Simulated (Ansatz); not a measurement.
`C[CH]1[NH][AlH]1` → `[CH2]` (triplet) + `[CH2]1[NH][AlH]1` at 600 K and 1 bar (formal loss of a carbene).

Computed with Ansatz on PBE0-D4/def2-TZVP structures; ΔE is electronic, products minus reactants. CCSD(T)/CBS is the MP2 limit (def2-TZVPP, def2-QZVPP) plus CCSD(T) − MP2 in def2-TZVPP, frozen cores. This one scheme is used for every species. Triplets are unrestricted, without spin–orbit coupling.

| species | CCSD(T)/CBS energy (Eh) | H − E (kJ/mol) | S (J/(mol·K)) |
| --- | --- | --- | --- |
| `C[CH]1[NH][AlH]1` | -376.38471 | 251.6 | 381.9 |
| `[CH2]` (triplet) | -39.09499 | 66.5 | 220.8 |
| `[CH2]1[NH][AlH]1` | -337.12157 | 164.8 | 328.5 |

H − E and S are ideal-gas, rigid-rotor, harmonic terms from PBE0-D4/def2-TZVP, for one conformer and one mirror image of each species, with the whole ground term of open shells counted as degenerate. 1 Eh = 2625.50 kJ/mol, R = 8.31446 J/(mol·K).

Question: By hand: ΔE, ΔH, ΔS and ΔG.

Answer: ΔE = (-39.09499) + (-337.12157) − (-376.38471) = 0.16815 Eh = 441.5 kJ/mol. Δ(H − E) = 66.5 + 164.8 − 251.6 = -20.3, so ΔH = 421.2 kJ/mol. ΔS = 220.8 + 328.5 − 381.9 = 167.4 J/(mol·K). ΔG = 421.2 − 600 × (167.4)/1000 = 320.8 kJ/mol.

Question: By hand: the equilibrium constant, and the temperature at which ΔG would vanish if ΔH and ΔS stayed fixed.

Answer: log₁₀ K = −ΔG/(RT ln 10) = -27.9. ΔG = 0 at ΔH/ΔS = 2516 K, far beyond where these terms or the molecules hold.

The number of gas molecules changes by +1, which sets the sign of ΔS. A doubt of 5 kJ/mol in ΔE shifts log₁₀ K by 0.4 here. Other conformers and mirror images would add mixing entropy, several J/(mol·K) or more a flexible species. A triplet takes part, so the spin changes. These are equilibria of isolated gas molecules and say nothing of rates. Largest T1 diagnostic: 0.015 (customary marks: 0.02 for closed shells, 0.045 for open ones).
